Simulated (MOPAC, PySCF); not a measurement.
C₉H₈, SMILES `C1=Cc2ccccc2C1`, neutral singlet in the gas phase. 

Cartesian coordinates (Å):
```xyz
17

C     -2.3058     0.6409    -0.0231
C     -1.2854     1.5207     0.0289
C     -0.0151     0.7968     0.0283
C      1.3046     1.2472     0.0710
C      2.3342     0.3055     0.0577
C      2.0519    -1.0618     0.0029
C      0.7299    -1.5157    -0.0399
C     -0.2988    -0.5839    -0.0270
C     -1.7892    -0.7678    -0.0634
H     -3.3673     0.8931    -0.0353
H     -1.3761     2.6077     0.0662
H      1.5291     2.3159     0.1139
H      3.3740     0.6400     0.0906
H      2.8727    -1.7829    -0.0066
H      0.5160    -2.5870    -0.0827
H     -2.1550    -1.3660     0.7909
H     -2.1197    -1.3026    -0.9725
```
Charge 0, spin multiplicity 1.

All levels are single points at this geometry (PBE0-D3(BJ)/def2-SVP); Pople sets use spherical d functions. Orbital energies aren't observables, and empty levels follow the basis.

ωB97X-D3(BJ)/def2-TZVP in PySCF gives HOMO (eV) = -8.41.

Question: Estimate the HOMO (eV) from each of these levels: PBE0-D3(BJ)/def2-TZVP in PySCF; AM1 in MOPAC; PM3 in MOPAC; PM6 in MOPAC; PM7 in MOPAC.

Answer: 
| level | HOMO (eV) |
|---|---|
| PBE0-D3(BJ)/def2-TZVP in PySCF | -6.29 |
| AM1 in MOPAC | -8.86 |
| PM3 in MOPAC | -8.96 |
| PM6 in MOPAC | -8.88 |
| PM7 in MOPAC | -9.00 |
